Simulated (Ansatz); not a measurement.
PBE exchange is replaced step by step with exact exchange (0 % is PBE, 25 % PBE0; no dispersion term), basis def2-TZVP, Ansatz. System: the cluster Al2Sb (the lowest doublet isomer of a short search). Total charge 0; doublet. Geometry: PBE-D4/def2-TZVP, each spin state at its own.

Geometry of the doublet:

```xyz
3

Al    0.7293    0.6906   -1.1128
Al    0.7922   -0.5348    1.1550
Sb   -1.5214   -0.1559   -0.0422
```

In the def2 sets Sb takes a core potential; there is no spin–orbit coupling. At PBE with 15 % exact exchange/def2-TZVP, PBE0-D4/def2-TZVP, PBE with 35 % exact exchange/def2-TZVP, PBE with 50 % exact exchange/def2-TZVP the charge 0 doublet is spin-contaminated (final ⟨S²⟩ up to 0.97, 0.75 for a pure state). The structure comes from a short search, and lower isomers may exist.

HOMO and LUMO are taken over both spins.

```csv
exact exchange (%),HOMO (eV),LUMO (eV),gap (eV),⟨S²⟩,quartet − doublet (kJ/mol)
0,-4.80,-4.05,0.74,0.795,57.9
5,-4.97,-3.92,1.05,0.808,56.1
10,-5.14,-3.79,1.35,0.821,54.4
15,-5.31,-3.65,1.66,0.836,52.7
25,-5.66,-3.38,2.28,0.870,49.4
35,-5.98,-3.10,2.88,0.907,46.4
```

(1) Fit a straight line to the column «quartet − doublet (kJ/mol)» against the share of exact exchange and predict its value at 50 %.

Answers

(1) With x = exact exchange (%) and y = quartet − doublet (kJ/mol): mean x = 15, mean y = 52.82; Σ(x − x̄)(y − ȳ) = -279.5, Σ(x − x̄)² = 850; slope b = -0.3288, intercept a = ȳ − b·x̄ = 57.75. The residuals of the fitted rows reach 0.2. At x = 50 the line gives 57.75 + (-0.3288 × 50) = 41.3; the run gave 42.1, 0.8 more than the line.
